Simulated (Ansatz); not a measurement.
InTe3, relaxed as a doublet with UKS PBE-D4/def2-SVP in Ansatz, starting from the GFN2-xTB geometry. Force threshold 0.02 eV/Å.

In the def2 sets In, Te take a core potential; there is no spin–orbit coupling. The relaxation made no stability test and no search for a lower SCF solution. The structure comes from a short search, and lower isomers may exist.

Start:

```csv
atom,x (Å),y (Å),z (Å)
In1,0.795,1.635,0.313
Te2,1.022,-1.073,1.614
Te3,-0.589,0.417,-2.068
Te4,-1.229,-0.978,0.142
```

```csv
step,energy (eV),largest force component (eV/Å),SCF passes
1,-27056.6281,0.659,20
2,-27056.6621,0.404,23
3,-27056.6815,0.049,21
4,-27056.6827,0.037,22
5,-27056.6838,0.006,22
```

Force components are those of the run's own axes.

End:

```
atom   x (Å)   y (Å)   z (Å)
 In1   0.876   1.723   0.314
 Te2   1.005  -1.071   1.625
 Te3  -0.608   0.420  -2.062
 Te4  -1.273  -1.072   0.123
```

By distances, no bond broke or formed. The bond that changes most is In1–Te4, from 3.31 to 3.53 Å (atoms count from 1).

No frequencies were taken in this run, so the end may be a saddle point.

It took 8.5 s on 4 threads of Arm Neoverse V1 on a shared host.
